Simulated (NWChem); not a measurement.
Molecule: HSeOCl; SMILES [Se](Cl)O

```xyz
4

Se     0.4126     0.4706     0.0041
Cl    -0.1920    -1.6345     0.0079
O     -1.1584     1.3032     0.0702
H     -1.4970     1.3622    -0.8347
```
Atoms are numbered in this order, from 1.

Results from NWChem. Structure relaxed at the PBE0/def2-SVP level. Level M06-2X/def2-SVP: energy and gradient on several grids; changes count from the extra-fine grid, which is no exact limit either.

**Question.** Which is the coarsest grid (xfine; coarse; medium; xcoarse; fine) from which on the energy stays within 50 μHa and each gradient component within 100 μHa/bohr of xfine?

**Answer.** medium.
```json
[
 {"grid": "xcoarse", "size of the energy change (μHa)": "7000", "largest change of a gradient component (μHa/bohr)": "2000", "time, medium = 1 (rough)": "about 1"},
 {"grid": "coarse", "size of the energy change (μHa)": "300", "largest change of a gradient component (μHa/bohr)": "400", "time, medium = 1 (rough)": "about 1"},
 {"grid": "medium", "size of the energy change (μHa)": "10", "largest change of a gradient component (μHa/bohr)": "50", "time, medium = 1 (rough)": "about 1"},
 {"grid": "fine", "size of the energy change (μHa)": "< 10", "largest change of a gradient component (μHa/bohr)": "< 30", "time, medium = 1 (rough)": "about 1"},
 {"grid": "xfine", "size of the energy change (μHa)": "< 10", "largest change of a gradient component (μHa/bohr)": "< 30", "time, medium = 1 (rough)": "2"}
]
```
